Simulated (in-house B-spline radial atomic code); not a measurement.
How numerical settings move a run on Hg, [Xe] 4f14 5d10 6s2. Computed with a B-spline radial code for spherical atoms: Dirac-Kohn-Sham LDA VWN5, spherical fractional occupations, Fermi nucleus of rms radius 5.4648 fm.

Command:
```bash
python run_scf.py task.json out
```
Settings of the sound reference run:
```
Z                80
electrons        80
configuration    [Xe] 4f14 5d10 6s2
hamiltonian      dirac
method           lda,vwn
spin_polarised   False
nucleus          fermi
rms_radius       5.4648
mass_number      202
atomic_mass      201.9706
speed_of_light   137.036
knot_spacing     0.22
spline_order     8
gauss_points     12
box_radius       50
max_iterations   70
damping          0.5
damped_steps     3
diis_vectors     10
tolerance        1e-08
start            Thomas-Fermi
```

Run time, properties included: 2.1 s on 1 thread of Intel(R) Xeon(R) 6975P-C, on a shared host.

It converges in 11 iterations to -19646.619381 hartree, with 6s1/2 at -7.1332 eV. The other runs change the listed settings, some to values that make no sense; their results aren't properties of the atom or ion. Radii are in bohr (the nuclear one in fm), a minus after a letter asks for a j subshell, and «unchanged» means within 1e-8 hartree. The run stops when the residual is below 10 × tolerance × max(1, Z/10), or a noise floor if that is larger, and the energy moves by less than 1e-8 × √|E| hartree; so very loose and very tight tolerances often act alike.

```tsv
changed settings	outcome
gauss_points = 4	converged in 11 iterations, energy +1.92e-05 hartree from the reference
box_radius = 10	converged in 10 iterations, energy +5.76e-05 hartree from the reference, 6s1/2 level +4.8e-03 eV (the program warns: 6s1/2 reaches the box edge; 5d3/2 reaches the box edge)
knot_spacing = 0.55, max_iterations = 50, damping = 0, damped_steps = 1	converged in 12 iterations, energy +2.50e+00 hartree from the reference, 6s1/2 level +6.4e-02 eV
knot_spacing = 1, max_iterations = 50, damping = 0	converged in 10 iterations, energy +8.52e+01 hartree from the reference, 6s1/2 level +1.4e+00 eV
gauss_points = 3	converged in 10 iterations, energy +5.35e-03 hartree from the reference, 6s1/2 level -8.6e-05 eV
box_radius = 200	converged in 11 iterations, energy unchanged
gauss_points = 8, max_iterations = 50, damping = 0.2, diis_vectors = 4, start = bare nucleus	converged in 14 iterations, energy unchanged, 6s1/2 level +2.0e-05 eV
box_radius = 2	converged in 9 iterations, energy +1.54e+01 hartree from the reference, 6s1/2 level +1.2e+02 eV (the program warns: 6s1/2 has a positive eigenvalue: unbound, held by the box; 5d3/2 has a positive eigenvalue: unbound, held by the box)
box_radius = 15	converged in 10 iterations, energy +4.50e-08 hartree from the reference, 6s1/2 level -8.8e-06 eV (the program warns: 6s1/2 reaches the box edge)
start = bare nucleus	converged in 13 iterations, energy unchanged, 6s1/2 level -3.4e-05 eV
electrons = 83, configuration = [Xe] 4f14 5d10 6s2 7s3, max_iterations = 60	stopped with error: shell 7s holds at most 2 electrons
box_radius = 7.5	converged in 10 iterations, energy +2.06e-03 hartree from the reference, 6s1/2 level +1.0e-01 eV (the program warns: 6s1/2 reaches the box edge; 5d3/2 reaches the box edge)
method = hf, speed_of_light = 88.01822	converged in 14 iterations to -22965.7487 hartree, a different physical problem
```

(1) What happens with electrons = 81, configuration = [Xe] 4f14 5d10 6s2 3f1, max_iterations = 75?

(2) What happens with gauss_points = 6?

(3) What happens with gauss_points = 5?

(4) What happens with box_radius = 5?

Answers

(1) Stopped with error: there is no 3f shell.

(2) Converged in 11 iterations, energy +1.70e-08 hartree from the reference.

(3) Converged in 11 iterations, energy -5.63e-07 hartree from the reference.

(4) Converged in 10 iterations, energy +7.29e-02 hartree from the reference, 6s1/2 level +1.8e+00 eV (the program warns: 6s1/2 reaches the box edge; 5p3/2 reaches the box edge).
